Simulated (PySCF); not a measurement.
Zr(H)3(OSiH3) (H6OSiZr), SMILES [SiH3][O][ZrH3], multiplicity 1.

The structure is a stationary point at B3LYP-D3(BJ)/def2-SVP. The spin state was assumed, not searched. The structure was generated by enumeration; whether it is a known compound was not checked. The def2 effective core potentials stand for the cores of Zr; spin–orbit coupling is left out.

Two levels are set side by side: PBE/def2-TZVPD (PySCF) and M06-2X/def2-TZVPD (PySCF). Same geometry, gas phase. Differences are taken from unrounded values.

```json
[
 {"quantity": "orbital gap (eV)", "M06-2X": "8.15"},
 {"quantity": "highest occupied level (eV)", "M06-2X": "-9.38"},
 {"quantity": "lowest empty level (eV)", "M06-2X": "-1.23"},
 {"quantity": "dipole moment (D)", "M06-2X": "1.18"},
 {"quantity": "mean polarisability (bohr³)", "M06-2X": "82.0"}
]
```

Task: What does PBE give, and how far is it from M06-2X? (Estimate from the structure and the level; the computed values follow.)

Result: 
```json
[
 {"quantity": "orbital gap (eV)", "PBE": "3.94", "PBE minus M06-2X": "-4.21"},
 {"quantity": "highest occupied level (eV)", "PBE": "-6.82", "PBE minus M06-2X": "2.56"},
 {"quantity": "lowest empty level (eV)", "PBE": "-2.88", "PBE minus M06-2X": "-1.65"},
 {"quantity": "dipole moment (D)", "PBE": "1.38", "PBE minus M06-2X": "0.20"},
 {"quantity": "mean polarisability (bohr³)", "PBE": "87.3", "PBE minus M06-2X": "5.3"}
]
```

Without exact exchange PBE keeps part of each electron's self-repulsion, which lifts occupied levels and narrows the gap. Loosely held outer electrons make PBE densities more polarisable. Differences between two approximate levels are no errors against the true value.

Rough cost on one machine, each run with all the roots and properties that it gave: M06-2X against PBE about 3 times.
